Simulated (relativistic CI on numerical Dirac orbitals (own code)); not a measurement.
# Er³⁺ (4f11) in a crystal field

Calculated by Dirac-Coulomb-Breit CI, orbitals from a KLI potential per configuration, model QED (radiative potential, 1s self-energy scaled to tabulated hydrogen-like ionisation energies), valence Slater integrals scaled by 0.75, one configuration in a parametric crystal field (own radial code).

Field parameters in Wybourne normalisation; cubic f-shell fields have B⁴₄ = √(5/14) B⁴₀ and B⁶₄ = −√(7/2) B⁶₀. The field is a parameter set, without covalency.

S and J are read from ⟨S²⟩ = S(S + 1) and ⟨J²⟩ = J(J + 1) of each level; they are not fictitious spins.

D4h, B20 = 970, B40 = 190, B44 = 970, B60 = -180, B64 = -640 cm⁻¹, the lowest 16 levels:

```tsv
E (cm⁻¹)	Degeneracy	Irrep	S	J
0.0	2	Γ7	1.47	7.50
47.2	2	Γ6	1.47	7.50
214	2	Γ6	1.47	7.50
288	2	Γ7	1.47	7.50
324	2	Γ6	1.47	7.50
333	2	Γ7	1.47	7.50
442	2	Γ6	1.47	7.50
445	2	Γ7	1.47	7.50
6560	2	Γ7	1.49	6.50
6596	2	Γ6	1.49	6.50
6711	2	Γ6	1.49	6.50
6754	2	Γ7	1.49	6.50
6761	2	Γ6	1.49	6.50
6794	2	Γ7	1.49	6.50
6845	2	Γ7	1.49	6.50
9878	2	Γ7	1.33	5.50
```

Principal g values of the ground doublet: 1.95, 9.09, 9.09.

C2v, B20 = -80, B22 = 130, B40 = -760, B42 = 260, B44 = -530, B60 = -320, B62 = -270, B64 = -440, B66 = -210 cm⁻¹, the lowest 16 levels:

```tsv
E (cm⁻¹)	Degeneracy	S	J
0.0	2	1.47	7.50
31.5	2	1.47	7.50
81.6	2	1.47	7.50
154	2	1.47	7.50
232	2	1.47	7.50
260	2	1.47	7.50
319	2	1.47	7.50
342	2	1.47	7.50
6542	2	1.49	6.50
6571	2	1.49	6.50
6597	2	1.49	6.50
6631	2	1.49	6.50
6677	2	1.49	6.50
6700	2	1.49	6.50
6717	2	1.49	6.50
9825	2	1.33	5.50
```

Principal g values of the ground doublet: 1.87, 7.89, 9.82.

Oh, B40 = -490, B60 = 720 cm⁻¹, the lowest 16 levels:

| E (cm⁻¹) | Degeneracy | Irrep | S | J |
| --- | --- | --- | --- | --- |
| 0.0 | 2 | Γ7 | 1.47 | 7.50 |
| 170 | 4 | Γ8 | 1.47 | 7.50 |
| 281 | 2 | Γ6 | 1.47 | 7.50 |
| 504 | 4 | Γ8 | 1.47 | 7.50 |
| 712 | 4 | Γ8 | 1.47 | 7.50 |
| 6696 | 2 | Γ7 | 1.49 | 6.50 |
| 6741 | 4 | Γ8 | 1.49 | 6.49 |
| 6891 | 2 | Γ6 | 1.49 | 6.50 |
| 6907 | 4 | Γ8 | 1.49 | 6.50 |
| 6983 | 2 | Γ7 | 1.49 | 6.50 |
| 10021 | 4 | Γ8 | 1.33 | 5.50 |
| 10085 | 2 | Γ6 | 1.32 | 5.50 |
| 10096 | 4 | Γ8 | 1.32 | 5.50 |
| 10134 | 2 | Γ7 | 1.32 | 5.51 |
| 11524 | 2 | Γ6 | 1.14 | 4.51 |
| 11751 | 4 | Γ8 | 1.13 | 4.50 |

Principal g values of the ground doublet: 6.82, 6.82, 6.82.

D4h, B20 = -1040, B40 = 1440, B44 = 620, B60 = 390, B64 = -300 cm⁻¹, the lowest 16 levels:

```csv
E (cm⁻¹),Degeneracy,Irrep,S,J
0.0,2,Γ7,1.47,7.50
44.0,2,Γ7,1.47,7.50
147,2,Γ6,1.47,7.50
198,2,Γ6,1.47,7.50
224,2,Γ7,1.47,7.50
263,2,Γ6,1.47,7.50
394,2,Γ6,1.47,7.50
428,2,Γ7,1.47,7.50
6524,2,Γ7,1.49,6.50
6568,2,Γ6,1.49,6.50
6636,2,Γ6,1.49,6.50
6646,2,Γ7,1.49,6.50
6682,2,Γ7,1.49,6.50
6806,2,Γ6,1.49,6.50
6812,2,Γ7,1.49,6.50
9824,2,Γ6,1.33,5.50
```

Principal g values of the ground doublet: 0.08, 0.08, 15.44.

Oh, B40 = -2900, B60 = -140 cm⁻¹, the lowest 16 levels:

| E (cm⁻¹) | Degeneracy | Irrep | S | J |
| --- | --- | --- | --- | --- |
| 0.0 | 4 | Γ8 | 1.47 | 7.50 |
| 12.7 | 2 | Γ6 | 1.47 | 7.50 |
| 393 | 2 | Γ7 | 1.47 | 7.50 |
| 412 | 4 | Γ8 | 1.47 | 7.50 |
| 531 | 4 | Γ8 | 1.47 | 7.50 |
| 6565 | 4 | Γ8 | 1.49 | 6.50 |
| 6581 | 2 | Γ7 | 1.49 | 6.50 |
| 6805 | 2 | Γ7 | 1.49 | 6.49 |
| 6858 | 4 | Γ8 | 1.49 | 6.49 |
| 6936 | 2 | Γ6 | 1.49 | 6.50 |
| 9913 | 4 | Γ8 | 1.33 | 5.50 |
| 9938 | 2 | Γ7 | 1.33 | 5.51 |
| 10010 | 4 | Γ8 | 1.32 | 5.49 |
| 10033 | 2 | Γ6 | 1.31 | 5.50 |
| 11612 | 4 | Γ8 | 1.14 | 4.51 |
| 11638 | 2 | Γ6 | 1.14 | 4.50 |

The next free-ion level lies 6457 cm⁻¹ above the lowest; the field splits the ground level into components whose J stays near 15/2 as long as their spread is small against that gap.

Levels of this model without a field, named by their leading LS term (the scale mimics covalency, so terms lie below those of the real free ion): 4I°_15/2 0, 4I°_13/2 6457, 4I°_11/2 9684, 4I°_9/2 11435, 4F°_9/2 14876, 4S°_3/2 17966, 2H°_11/2 17988, 4F°_7/2 20231 cm⁻¹.
